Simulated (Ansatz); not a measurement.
Reaction (substitution at a C–O bond): `O[B-]1(F)OC(C(F)(F)F)=CC(C(F)(F)F)=[O+]1` + `[OH][Al]([F])[Cl]` → `FC(F)(F)C1=CC(C(F)(F)F)=[O+][Al-]([F])([Cl])[O]1` + `OB(O)F`

Gas-phase electronic energies from Ansatz, PBE0-D4/def2-TZVP geometries. CCSD(T)/CBS is the MP2 limit (def2-TZVPP, def2-QZVPP) plus CCSD(T) − MP2 in def2-TZVPP, frozen cores. This one scheme is used for every species. Each species was taken in one conformer, which may not be the lowest.

| level | ΔE (kJ/mol) |
| --- | --- |
| HF/def2-SVP | -175.5 |
| HF/def2-TZVPP | -165.2 |

Task: What does CCSD(T)/CBS give? (Estimate.)

Result: Computed: -137.9 kJ/mol. The listed levels differ from it by -37.6, -27.3 kJ/mol.

Largest T1 diagnostic among the species: 0.015.

Leaving LDA and LC-ωPBE aside and taking each functional with its dispersion term where it has one, the values, not all of them listed here, spread over 22.5 kJ/mol, from BHLYP-D4 to PBE-D4. LDA lies +9.8 kJ/mol from PBE without D4. From PBE to PBE0 (25 % exact exchange), in def2-TZVPP and without D4, ΔE moves by −7.8 kJ/mol. At CCSD(T), def2-SVP lies −13.4 kJ/mol from the extrapolated value and def2-TZVPP +3.0 kJ/mol.
